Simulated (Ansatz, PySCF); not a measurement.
Reaction 2 R1 → P1 + P2, each structure at its B3LYP-D3(BJ)/def2-TZVP stationary point, reached from a drawn start (curvature not checked).
P1: BF3 (SMILES FB(F)F), charge 0, multiplicity 1.
R1: BF2 (SMILES F[B]F), charge 0, multiplicity 2.
P2: BF (SMILES [B]F), charge 0, multiplicity 1.

P less R. No zero-point or thermal terms; singlets are restricted closed shells; open shells are unrestricted.

Cores are frozen in the correlated methods.

Programs: Ansatz (a quantum-chemistry and plane-wave program); PySCF for the D3/D4 terms. All values are computed, each at the level named.

The comparison value is -253.8 kJ/mol (CCSD(T)/cc-pVQZ). It is a level with limits of its own, not the exact answer.

### Question
Order these levels by how close they come to the comparison value for the reaction energy, closest first: PBE0-D3(BJ)/def2-TZVPP, B3LYP/def2-TZVPP, r2SCAN/def2-TZVPP, wB97X-V/def2-TZVPP, CAM-B3LYP-D4/def2-TZVPP. Give each level's value less the comparison value.

### Answer
wB97X-V/def2-TZVPP (13.5 kJ/mol), CAM-B3LYP-D4/def2-TZVPP (30.5 kJ/mol), B3LYP/def2-TZVPP (34.0 kJ/mol), PBE0-D3(BJ)/def2-TZVPP (48.2 kJ/mol), r2SCAN/def2-TZVPP (65.8 kJ/mol)
